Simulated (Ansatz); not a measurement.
Ansatz (a program for electronic structure) input (HF/6-31G*):

Ansatz 0.2 input:
```yaml
crystal:
  periodic: [false, false, false]
  atoms:
    - {symbol: C, position_ang: [1.54952616, -0.79359778, 0.50794247]}
    - {symbol: Si, position_ang: [-0.02091522, 0.04239565, -0.23148532]}
    - {symbol: C, position_ang: [-1.45284127, -0.74661140, 0.78781847]}
    - {symbol: O, position_ang: [-0.16469536, -0.03536852, -1.76083025]}
    - {symbol: O, position_ang: [0.06352585, 1.62114226, 0.40931109]}
    - {symbol: H, position_ang: [1.56682615, -1.86044593, 0.28539958]}
    - {symbol: H, position_ang: [2.45059832, -0.36008678, 0.07571095]}
    - {symbol: H, position_ang: [1.62659735, -0.69064027, 1.59349038]}
    - {symbol: H, position_ang: [-2.40437634, -0.28410752, 0.52828411]}
    - {symbol: H, position_ang: [-1.54405382, -1.81176136, 0.57539095]}
    - {symbol: H, position_ang: [-1.32475953, -0.64445220, 1.86861126]}
    - {symbol: H, position_ang: [0.15122765, 1.61302014, 1.35149493]}
basis:
  gaussian:
    orbitals: 6-31G*
hamiltonian:
  xc: {name: HF}
total_charge: -1
phonons: {temperatures: {t_min: 298.15, t_max: 298.15, t_step: 100}}
```

Output:

```
Functional definition: HF
integrals: 0.04 GiB planned
1015 factors; integrals over basis functions are off by at most 4.1e-4 eV
mean field: 0.27 GiB planned
mean field evaluation 1: about -14106.0749 eV, gradient 4.3e1 eV
mean field evaluation 2: about -14106.1408 eV, gradient 4.3e1 eV
mean field evaluation 4: about -14110.2615 eV, gradient 4.5e0 eV
mean field evaluation 8: about -14110.3235 eV, gradient 8.9e-2 eV
mean field -14110.32354852 eV, -518.5448260871 hartree, gradient 1.9e-5 eV, S^2 0.000000; 0 other end points of the search recorded, 0 dependent functions left out
the calculation of the forces begins
reference -14110.32354852 eV, -518.5448260871 hartree; 25, 25 occupied and 68, 68 virtual orbitals, 1015 factors
these checks for a lower state are left out or cut short: stability, starts, cluster_reference, orbital_swaps, neighbouring_geometries, increment
integrals: 0.04 GiB planned
1015 factors; integrals over basis functions are off by at most 4.1e-4 eV
mean field: 0.27 GiB planned
mean field evaluation 16: about -14110.3234 eV, gradient 4.8e-5 eV
mean field -14110.32340378 eV, -518.5448207683 hartree, gradient 1.6e-6 eV, S^2 0.000000; 0 other end points of the search recorded, 0 dependent functions left out
the calculation of the forces begins
reference -14110.32340378 eV, -518.5448207683 hartree; 25, 25 occupied and 68, 68 virtual orbitals, 1015 factors
these checks for a lower state are left out or cut short: stability, starts, cluster_reference, orbital_swaps, neighbouring_geometries, increment
integrals: 0.04 GiB planned
1015 factors; integrals over basis functions are off by at most 4.1e-4 eV
mean field: 0.27 GiB planned
mean field -14110.32340774 eV, -518.5448209138 hartree, gradient 1.5e-6 eV, S^2 0.000000; 0 other end points of the search recorded, 0 dependent functions left out
the calculation of the forces begins
reference -14110.32340774 eV, -518.5448209138 hartree; 25, 25 occupied and 68, 68 virtual orbitals, 1015 factors
these checks for a lower state are left out or cut short: stability, starts, cluster_reference, orbital_swaps, neighbouring_geometries, increment
integrals: 0.04 GiB planned
1015 factors; integrals over basis functions are off by at most 4.1e-4 eV
mean field: 0.27 GiB planned
mean field -14110.32338768 eV, -518.5448201765 hartree, gradient 1.4e-6 eV, S^2 0.000000; 0 other end points of the search recorded, 0 dependent functions left out
the calculation of the forces begins
reference -14110.32338768 eV, -518.5448201765 hartree; 25, 25 occupied and 68, 68 virtual orbitals, 1015 factors
these checks for a lower state are left out or cut short: stability, starts, cluster_reference, orbital_swaps, neighbouring_geometries, increment
integrals: 0.04 GiB planned
1015 factors; integrals over basis functions are off by at most 4.1e-4 eV
mean field: 0.27 GiB planned
mean field evaluation 32: about -14110.2204 eV, gradient 4.7e-1 eV
mean field -14110.32338384 eV, -518.5448200353 hartree, gradient 1.5e-6 eV, S^2 0.000000; 0 other end points of the search recorded, 0 dependent functions left out
the calculation of the forces begins
reference -14110.32338384 eV, -518.5448200353 hartree; 25, 25 occupied and 68, 68 virtual orbitals, 1015 factors
these checks for a lower state are left out or cut short: stability, starts, cluster_reference, orbital_swaps, neighbouring_geometries, increment
integrals: 0.04 GiB planned
1015 factors; integrals over basis functions are off by at most 4.1e-4 eV
mean field: 0.27 GiB planned
mean field -14110.32338330 eV, -518.5448200155 hartree, gradient 1.8e-6 eV, S^2 0.000000; 0 other end points of the search recorded, 0 dependent functions left out
the calculation of the forces begins
reference -14110.32338330 eV, -518.5448200155 hartree; 25, 25 occupied and 68, 68 virtual orbitals, 1015 factors
these checks for a lower state are left out or cut short: stability, starts, cluster_reference, orbital_swaps, neighbouring_geometries, increment
integrals: 0.04 GiB planned
1015 factors; integrals over basis functions are off by at most 4.2e-4 eV
mean field: 0.27 GiB planned
mean field -14110.32338726 eV, -518.5448201609 hartree, gradient 1.7e-6 eV, S^2 0.000000; 0 other end points of the search recorded, 0 dependent functions left out
the calculation of the forces begins
reference -14110.32338726 eV, -518.5448201609 hartree; 25, 25 occupied and 68, 68 virtual orbitals, 1015 factors
these checks for a lower state are left out or cut short: stability, starts, cluster_reference, orbital_swaps, neighbouring_geometries, increment
integrals: 0.04 GiB planned
1015 factors; integrals over basis functions are off by at most 4.1e-4 eV
mean field: 0.27 GiB planned
mean field -14110.32331047 eV, -518.5448173390 hartree, gradient 5.7e-6 eV, S^2 0.000000; 0 other end points of the search recorded, 0 dependent functions left out
[...]
1015 factors; integrals over basis functions are off by at most 4.1e-4 eV
mean field: 0.27 GiB planned
mean field evaluation 192: about -14110.3235 eV, gradient 1.2e-6 eV
mean field -14110.32351764 eV, -518.5448249525 hartree, gradient 1.4e-6 eV, S^2 0.000000; 0 other end points of the search recorded, 0 dependent functions left out
the calculation of the forces begins
reference -14110.32351764 eV, -518.5448249525 hartree; 25, 25 occupied and 68, 68 virtual orbitals, 1015 factors
these checks for a lower state are left out or cut short: stability, starts, cluster_reference, orbital_swaps, neighbouring_geometries, increment
integrals: 0.04 GiB planned
1015 factors; integrals over basis functions are off by at most 4.1e-4 eV
mean field: 0.27 GiB planned
mean field -14110.32351764 eV, -518.5448249523 hartree, gradient 1.4e-6 eV, S^2 0.000000; 0 other end points of the search recorded, 0 dependent functions left out
the calculation of the forces begins
reference -14110.32351764 eV, -518.5448249523 hartree; 25, 25 occupied and 68, 68 virtual orbitals, 1015 factors
these checks for a lower state are left out or cut short: stability, starts, cluster_reference, orbital_swaps, neighbouring_geometries, increment
integrals: 0.04 GiB planned
1015 factors; integrals over basis functions are off by at most 4.1e-4 eV
mean field: 0.27 GiB planned
mean field -14110.32353556 eV, -518.5448256112 hartree, gradient 1.2e-6 eV, S^2 0.000000; 0 other end points of the search recorded, 0 dependent functions left out
the calculation of the forces begins
reference -14110.32353556 eV, -518.5448256112 hartree; 25, 25 occupied and 68, 68 virtual orbitals, 1015 factors
these checks for a lower state are left out or cut short: stability, starts, cluster_reference, orbital_swaps, neighbouring_geometries, increment
integrals: 0.04 GiB planned
1015 factors; integrals over basis functions are off by at most 4.1e-4 eV
mean field: 0.27 GiB planned
mean field -14110.32353271 eV, -518.5448255065 hartree, gradient 1.2e-6 eV, S^2 0.000000; 0 other end points of the search recorded, 0 dependent functions left out
the calculation of the forces begins
reference -14110.32353271 eV, -518.5448255065 hartree; 25, 25 occupied and 68, 68 virtual orbitals, 1015 factors
these checks for a lower state are left out or cut short: stability, starts, cluster_reference, orbital_swaps, neighbouring_geometries, increment
integrals: 0.04 GiB planned
1015 factors; integrals over basis functions are off by at most 4.1e-4 eV
mean field: 0.27 GiB planned
mean field -14110.32353191 eV, -518.5448254767 hartree, gradient 1.1e-6 eV, S^2 0.000000; 0 other end points of the search recorded, 0 dependent functions left out
the calculation of the forces begins
reference -14110.32353191 eV, -518.5448254767 hartree; 25, 25 occupied and 68, 68 virtual orbitals, 1015 factors
these checks for a lower state are left out or cut short: stability, starts, cluster_reference, orbital_swaps, neighbouring_geometries, increment
integrals: 0.04 GiB planned
1015 factors; integrals over basis functions are off by at most 4.1e-4 eV
mean field: 0.27 GiB planned
mean field -14110.32353195 eV, -518.5448254785 hartree, gradient 1.1e-6 eV, S^2 0.000000; 0 other end points of the search recorded, 0 dependent functions left out
the calculation of the forces begins
reference -14110.32353195 eV, -518.5448254785 hartree; 25, 25 occupied and 68, 68 virtual orbitals, 1015 factors
these checks for a lower state are left out or cut short: stability, starts, cluster_reference, orbital_swaps, neighbouring_geometries, increment
integrals: 0.04 GiB planned
1015 factors; integrals over basis functions are off by at most 4.2e-4 eV
mean field: 0.27 GiB planned
mean field evaluation 224: about -14110.2204 eV, gradient 4.6e-1 eV
mean field -14110.32344378 eV, -518.5448222381 hartree, gradient 1.4e-6 eV, S^2 0.000000; 0 other end points of the search recorded, 0 dependent functions left out
the calculation of the forces begins
reference -14110.32344378 eV, -518.5448222381 hartree; 25, 25 occupied and 68, 68 virtual orbitals, 1015 factors
these checks for a lower state are left out or cut short: stability, starts, cluster_reference, orbital_swaps, neighbouring_geometries, increment
integrals: 0.04 GiB planned
1015 factors; integrals over basis functions are off by at most 4.1e-4 eV
mean field: 0.27 GiB planned
mean field -14110.32344183 eV, -518.5448221666 hartree, gradient 1.3e-6 eV, S^2 0.000000; 0 other end points of the search recorded, 0 dependent functions left out
the calculation of the forces begins
reference -14110.32344183 eV, -518.5448221666 hartree; 25, 25 occupied and 68, 68 virtual orbitals, 1015 factors
these checks for a lower state are left out or cut short: stability, starts, cluster_reference, orbital_swaps, neighbouring_geometries, increment
integrals: 0.04 GiB planned
1015 factors; integrals over basis functions are off by at most 4.1e-4 eV
mean field: 0.27 GiB planned
mean field -14110.32336246 eV, -518.5448192498 hartree, gradient 1.6e-6 eV, S^2 0.000000; 0 other end points of the search recorded, 0 dependent functions left out
the calculation of the forces begins
reference -14110.32336246 eV, -518.5448192498 hartree; 25, 25 occupied and 68, 68 virtual orbitals, 1015 factors
these checks for a lower state are left out or cut short: stability, starts, cluster_reference, orbital_swaps, neighbouring_geometries, increment
integrals: 0.04 GiB planned
1015 factors; integrals over basis functions are off by at most 4.1e-4 eV
mean field: 0.27 GiB planned
mean field -14110.32336515 eV, -518.5448193484 hartree, gradient 1.7e-6 eV, S^2 0.000000; 0 other end points of the search recorded, 0 dependent functions left out
the calculation of the forces begins
reference -14110.32336515 eV, -518.5448193484 hartree; 25, 25 occupied and 68, 68 virtual orbitals, 1015 factors
these checks for a lower state are left out or cut short: stability, starts, cluster_reference, orbital_swaps, neighbouring_geometries, increment
integrals: 0.04 GiB planned
1015 factors; integrals over basis functions are off by at most 4.1e-4 eV
mean field: 0.27 GiB planned
mean field -14110.32354422 eV, -518.5448259293 hartree, gradient 2.6e-6 eV, S^2 0.000000; 0 other end points of the search recorded, 0 dependent functions left out
the calculation of the forces begins
reference -14110.32354422 eV, -518.5448259293 hartree; 25, 25 occupied and 68, 68 virtual orbitals, 1015 factors
these checks for a lower state are left out or cut short: stability, starts, cluster_reference, orbital_swaps, neighbouring_geometries, increment
integrals: 0.04 GiB planned
1015 factors; integrals over basis functions are off by at most 4.1e-4 eV
mean field: 0.27 GiB planned
mean field evaluation 256: about -14110.2206 eV, gradient 4.6e-1 eV
mean field -14110.32354314 eV, -518.5448258894 hartree, gradient 2.7e-6 eV, S^2 0.000000; 0 other end points of the search recorded, 0 dependent functions left out
the calculation of the forces begins
reference -14110.32354314 eV, -518.5448258894 hartree; 25, 25 occupied and 68, 68 virtual orbitals, 1015 factors
Total energy: -14110.32354852 eV, -518.5448260871 hartree
Atom 0 at     1.549526    -0.793598     0.507942 Å, force    -0.000734     0.000533    -0.000539 eV/Å
Atom 1 at    -0.020915     0.042396    -0.231485 Å, force    -0.000093    -0.001477    -0.000749 eV/Å
Atom 2 at    -1.452841    -0.746611     0.787818 Å, force     0.000638     0.000512    -0.000667 eV/Å
Atom 3 at    -0.164695    -0.035369    -1.760830 Å, force     0.000058     0.000445     0.000550 eV/Å
Atom 4 at     0.063526     1.621142     0.409311 Å, force     0.000138    -0.000134     0.001506 eV/Å
Atom 5 at     1.566826    -1.860446     0.285400 Å, force    -0.000292     0.000223     0.000266 eV/Å
Atom 6 at     2.450598    -0.360087     0.075711 Å, force    -0.000378    -0.000309    -0.000009 eV/Å
Atom 7 at     1.626597    -0.690640     1.593490 Å, force     0.000574    -0.000004     0.000187 eV/Å
Atom 8 at    -2.404376    -0.284108     0.528284 Å, force     0.000360    -0.000321    -0.000078 eV/Å
Atom 9 at    -1.544054    -1.811761     0.575391 Å, force     0.000343     0.000213     0.000207 eV/Å
Atom 10 at    -1.324760    -0.644452     1.868611 Å, force    -0.000530     0.000014     0.000290 eV/Å
Atom 11 at     0.151228     1.613020     1.351495 Å, force    -0.000085     0.000304    -0.000963 eV/Å
Dipole moment:     0.110423    -0.186412     1.215861 e Å
Vibrations: 91.94 163.83 178.01 216.59 250.85 289.91 366.51 376.32 628.68 657.57 755.78 802.75 814.00 868.51 905.18 978.30 1245.11 1415.36 1419.78 1611.11 1616.18 1618.42 1624.82 3132.88 3139.18 3188.49 3194.50 3216.51 3218.89 4114.31 cm⁻¹, zero-point energy 2.609885 eV
```

The blocks after the first are displaced geometries, from whose forces the wavenumbers follow.

The dipole moment of an ion depends on the origin.
